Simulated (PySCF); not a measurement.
Isomers of ClH13N2Si5, one GFN2-xTB conformer each. Single-point energies are computed at PBE0/pcSseg-1 (PySCF, gas phase, no added dispersion term), electronic only.

| SMILES | GFN2-xTB relative energy (kcal/mol) |
| --- | --- |
| [SiH3]N[SiH2][SiH2]N([SiH3])[SiH2]Cl | 0.4 |
| [SiH3]N[SiH2][Si@@H](Cl)N([SiH3])[SiH3] | 0.0 |

Conformers: `[SiH3:1][NH:2][SiH2:3][SiH2:4][N:5]([SiH3:6])[SiH2:7][Cl:8]` with Si1–N2–Si3–Si4 46°, N2–Si3–Si4–N5 177°, Si3–Si4–N5–Si6 -80°, Si4–N5–Si7–Cl8 -156°; `[SiH3:1][NH:2][SiH2:3][Si@@H:4]([Cl:5])[N:6]([SiH3:7])[SiH3:8]` with Si1–N2–Si3–Si4 39°, N2–Si3–Si4–Cl5 -102°, Si3–Si4–N6–Si7 66°.

**Question.** What does PBE0/pcSseg-1 give for the same structures?

**Answer.** 
```tsv
SMILES	PBE0/pcSseg-1 E (Eh)	PBE0/pcSseg-1 (kcal/mol)	GFN2-xTB (kcal/mol)	point group
[SiH3]N[SiH2][SiH2]N([SiH3])[SiH2]Cl	-2024.13508	0.0	0.4	C1
[SiH3]N[SiH2][Si@@H](Cl)N([SiH3])[SiH3]	-2024.13426	0.5	0.0	C1
```

GFN2-xTB puts [SiH3]N[SiH2][Si@@H](Cl)N([SiH3])[SiH3] lowest instead. Neighbours under 2.5 kcal/mol apart ([SiH3]N[SiH2][SiH2]N([SiH3])[SiH2]Cl and [SiH3]N[SiH2][Si@@H](Cl)N([SiH3])[SiH3]) can change places with a better method, another conformer or zero-point energy.

**Question.** Which frontier levels, dipoles and rotational constants go with these structures?

**Answer.** 
| SMILES | HOMO (eV, PBE0/pcSseg-1) | LUMO (eV) | dipole (D) | A, B, C (MHz) |
| --- | --- | --- | --- | --- |
| [SiH3]N[SiH2][SiH2]N([SiH3])[SiH2]Cl | -7.20 | -0.98 | 1.91 | 1522, 294.8, 279.7 |
| [SiH3]N[SiH2][Si@@H](Cl)N([SiH3])[SiH3] | -7.15 | -0.94 | 2.09 | 746.2, 598.0, 495.9 |

**Question.** As an exercise, what shares would exp(−E/RT) give at 298.15 K from these electronic energies alone (no entropy, no degeneracies)?

**Answer.** RT = 0.592 kcal/mol: [SiH3]N[SiH2][SiH2]N([SiH3])[SiH2]Cl 70.4 %, [SiH3]N[SiH2][Si@@H](Cl)N([SiH3])[SiH3] 29.6 %.
